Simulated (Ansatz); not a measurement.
Geometry optimisation, Ansatz 0.2.0, RKS PBE/def2-SVP.

input.yaml

```yaml
crystal:
  periodic: [false, false, false]
  atoms:
    - { symbol: Zr, position_ang: [-0.612625, -0.062484, -0.499091] }
    - { symbol: Cl, position_ang: [-0.06709, 0.932065, 3.038643] }
    - { symbol: F, position_ang: [0.731795, -1.25017, 0.138813] }
    - { symbol: F, position_ang: [-0.143892, 1.776493, -0.621182] }
    - { symbol: F, position_ang: [-0.968332, -0.675556, -2.262617] }
    - { symbol: S, position_ang: [-2.776621, -0.342314, 0.789947] }
    - { symbol: H, position_ang: [-2.632196, -1.701639, 0.808508] }
    - { symbol: H, position_ang: [-1.291139, 0.450805, 2.767081] }
basis:
  gaussian: { orbitals: def2-SVP }
hamiltonian:
  xc: pbe
relax:
  f_tol: 0.03
  max_steps: 50
```

Launched with:

```bash
$ ansatz run input.yaml --threads 4 --pin off --max-ram 5120MiB --backend cpu --events-out ev --progress --plain --runs-dir out
```

**Question.** Where does it end, and by what steps?

**Answer.** It converged. After 36 steps the energy has fallen by 0.989 eV; H8 moved furthest, 1.79 Å. Parted: Cl2–H8 (1.34 → 3.62 Å). Joined: Zr1–Cl2 (3.72 → 2.38 Å), S6–H8 (2.60 → 1.36 Å).

| step | energy less start (eV) | largest force component (eV/Å) | accepted |
| --- | --- | --- | --- |
| 0 | 0.0000 | 0.758 | yes |
| 2 | -0.0930 | 0.292 | yes |
| 4 | -0.1363 | 0.146 | yes |
| 6 | -0.1437 | 0.112 | yes |
| 8 | -0.1512 | 0.099 | yes |
| 10 | -0.2140 | 0.609 | yes |
| 12 | -0.5076 | 0.447 | yes |
| 14 | -0.6326 | 0.648 | yes |
| 16 | -0.6611 | 0.401 | yes |
| 18 | -0.6914 | 0.375 | yes |
| 20 | -0.7081 | 0.127 | yes |
| 22 | -0.7198 | 0.335 | yes |
| 24 | -0.7255 | 0.618 | no |
| 26 | -0.7488 | 0.165 | yes |
| 28 | -0.7975 | 0.425 | yes |
| 30 | -0.8847 | 0.394 | yes |
| 32 | -0.9745 | 0.438 | yes |
| 34 | -0.9884 | 0.039 | yes |
| 36 | -0.9892 | 0.021 | yes |

```xyz
8
Properties=species:S:1:pos:R:3
Zr -0.208 0.436 -0.061
Cl -0.322 1.978 1.752
F 0.395 -1.329 0.387
F 1.290 1.089 -1.044
F -1.575 0.518 -1.401
S -2.620 -0.599 1.368
H -2.740 -1.799 0.729
H -1.979 -1.166 2.428
```

Whether the end is a true minimum wasn't checked by a vibrational analysis.

The run took 69 s on 4 threads of Arm Neoverse V1, with other jobs on the host, peak memory 0.18 GiB.
